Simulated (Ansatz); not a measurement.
A nudged elastic band was laid between two geometries of HOSSe (4 atoms, charge 0, multiplicity 2).

All numbers below come from UKS PBE0-D4/def2-SVP in Ansatz.

```json
{"movable images": "9", "climbing image": "yes", "spring": "5.0 eV/Å²", "optimiser": "quadratic models (default)", "start path": "through a guess of the saddle point", "force threshold": "0.05 eV/Å", "iteration limit": "60", "end points": "relaxed"}
```

Initial state:

```xyz
4
Properties=species:S:1:pos:R:3
O -1.772 0.061 0.659
Se -0.270 0.676 0.935
S 0.974 0.299 -0.897
H 1.067 -1.036 -0.698
```

Final state:

```xyz
4
Properties=species:S:1:pos:R:3
O -1.552 0.018 0.578
Se 0.073 0.098 0.480
S 0.963 1.167 -1.125
H 0.517 -1.283 0.067
```

Problem. What changes between the two ends?

Solution. Bonds broken: S3–H4. Bonds formed: Se2–H4.

Problem. Give the energies along the band, and the barrier.

Solution. The run converged. The highest image is number 6 of 0 to 10, 42.5 kcal/mol above the first end and 6.9 kcal/mol above the last; the last end lies 35.6 kcal/mol above the first. A vibrational analysis at the climbing image gives one clearly imaginary mode, 1095i cm⁻¹: a first-order saddle point.

```
image  path coordinate (Å)  energy (kcal/mol)  S3–H4 (Å)  Se2–H4 (Å)
    0                 0.00                0.0       1.35        2.72
    1                 0.18                1.2       1.35        2.52
    2                 0.36                5.4       1.34        2.31
    3                 0.54               12.7       1.37        2.08
    4                 0.72               24.6       1.48        1.86
    5                 0.91               37.9       1.66        1.70
    6                 1.09               42.5       1.88        1.60
    7                 1.27               40.4       2.12        1.55
    8                 1.46               37.6       2.35        1.52
    9                 1.65               36.0       2.57        1.51
   10                 1.84               35.6       2.76        1.51
```

Problem. What is the geometry of the highest image?

Solution. 
```xyz
4
Properties=species:S:1:pos:R:3
O -1.641 0.172 0.614
Se -0.026 0.144 0.746
S 1.035 0.633 -1.144
H 0.632 -0.948 -0.215
```

Problem. What are the harmonic wavenumbers there?

Solution. 1095i, 245, 395, 630, 962, 1823 cm⁻¹.

The run took 79 s on 2 threads of AMD EPYC 9R45 96-Core Processor (Zen 5) (shared host), peak memory 0.22 GiB.
